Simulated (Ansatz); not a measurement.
Question: Name a neutral molecule of B, C, N and H with zero-point energy (PBE0-D4/def2-TZVP) between 280 and 296 kJ/mol and HOMO–LUMO gap (PBE0/def2-TZVPP) between 7.00 and 7.30 eV (Ansatz, PBE0-D4/def2-TZVP geometry).

Answer: `BNBNC` (284.6 kJ/mol, 7.01 eV). Other molecules can fit too; these were computed, each in one conformer that needn't be the lowest.
